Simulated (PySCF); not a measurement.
Spectroscopy problems

One conformer, in vacuum, fast rotation and ring inversion assumed for equivalent nuclei, non-relativistic. NMR shieldings at PBE0/pcSseg-1/GIAO; geometry from GFN2-xTB; PySCF.

References, each an isolated molecule treated in the same way: TMS for 1H, 13C. Splittings of carbon signals by F and P are missing where no couplings were computed. Where no couplings were computed, multiplicities follow the n + 1 count of equivalent neighbours, and m marks all less simple cases (inequivalent or close neighbours, rings, F or P nearby). Shifts are as computed. Against solution values, carbons near 30 ppm lie about +3 ppm off and those near 130 ppm about +5 ppm; carbons on Cl a further +6 ppm. Of 1309 compounds with measured shifts, 239 miss one by over three times the rms of a fit or turn the order of signals round; such compounds aren't used in these exercises. Carbons bonded to Cl come out too deshielded.

(1) C$_{6}$H$_{9}$FOSi. 1H NMR (500 MHz, computed): δ 5.88 (m, 1H), 5.41 (d, 2H), 4.07 (q, 2H), 2.76 (s, 1H), 1.32 (t, 3H). 13C{1H} NMR (computed): δ 160.3 (C), 122.6 (CH), 88.9 (CH), 80.7 (C), 63.5 (CH2), 19.4 (CH3). What is it?

(2) C$_{2}$H$_{6}$Cl$_{2}$F$_{2}$Si$_{3}$. 1H NMR (500 MHz, computed): δ 6.45 (m, 1H), 6.41 (m, 1H), 5.04 (m, 2H), 4.99 (m, 2H). 13C{1H} NMR (computed): δ 103.6, 90.1. Identify the compound.

Answers

(1) `F/C(C#C)=C\[SiH2]OCC`. The formula gives 3 degrees of unsaturation (no ring in the answer). 6 carbon signals for 6 carbons: no two carbons are equivalent. Carbon types of the structure: 2 × C, 2 × CH, 1 × CH2, 1 × CH3, leaving 2 H on heteroatoms. δC 160.3: fully substituted alkene carbon; the olefinic region. δC 122.6: alkene CH; the olefinic region. δC 88.9: terminal alkyne carbon; sp carbons lie upfield of alkene carbons because the cylindrical π system leaves one tensor component strongly shielded. δC 63.5: sp3 CH2 bonded to O; pulled downfield by the heteroatom.

The shifts were computed for this structure.

(2) SMILES F[Si@H]1[SiH2][C@](F)(C(Cl)Cl)[SiH2]1. Rings plus π bonds: 1 (1 ring in the answer). 2 carbon signals for 2 carbons: no two carbons are equivalent. Carbon types of the structure: 1 × C, 1 × CH, leaving 5 H on heteroatoms. δC 103.6: fully substituted sp3 carbon bonded to F and 2 Si; the inductive effect lowers its shielding. δC 90.1: sp3 CH bonded to 2 Cl; 2 electronegative neighbours deshield it. δH 6.41: hydrogen on an sp3 CH bonded to 2 Cl; its carbon carries Cl, an electronegative neighbour. δH 5.04, 4.99: hydrogen on a silicon bonded to C, Si, in a 4-membered ring.

The shifts were computed for this structure.
